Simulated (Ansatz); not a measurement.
A structure relaxed at PBE-D4/def2-TZVP in Ansatz, charge 0, singlet:

```xyz
3

Zn    0.000    0.000   -0.001
Cl    0.888   -1.717    0.795
Cl   -0.888    1.717   -0.794
```

(1) Give its formula, name or SMILES and point group.

(2) Summarise the bond lengths by kind (pairs closer than 1.2 times the sum of covalent radii, bridged metal pairs left out).

Results:

(1) ZnCl₂. Point group D∞h (tolerance 0.1 Å).

(2) 2 × Cl–Zn 2.09 Å. The metal has 2 neighbours: Cl 2.09 Å, Cl 2.09 Å.
